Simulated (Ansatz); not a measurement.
Z-matrix (Å, degrees):
```
Si
Se 1 2.280
Cl 1 2.050 2 111.3
H 1 1.479 2 107.9 3 118.1
H 1 1.478 2 109.6 3 -119.5
B 2 1.913 1 97.3 3 83.9
H 6 1.191 2 116.3 1 -179.5
H 6 1.191 2 120.9 1 0.9
```

The species carries charge 0 and has multiplicity 1.

Question: List the B3LYP/def2-TZVPP orbital energies in eV (Ansatz 0.2.0). (Estimate.)

Answer: Computed: Occupied: -12351.33, -2762.66, -1800.64, -1580.68, -1418.83, -1418.80, -1418.80, -257.42, -212.98, -196.44, -196.31, -196.30, -184.60, -157.00, -156.91, -156.90, -145.05, -100.41, -100.36, -100.31, -57.76, -57.74, -57.72, -57.65, -57.64, -22.85, -19.80, -14.91, -13.58, -11.15, -11.04, -10.68, -9.72, -9.25, -8.88, -8.33, -7.82. Lowest empty: -1.98, -0.48, -0.06, 0.51, 1.05, 1.71, 1.84, 2.76.

B3LYP here is the variant with VWN-RPA as its local correlation; programs differ in this.
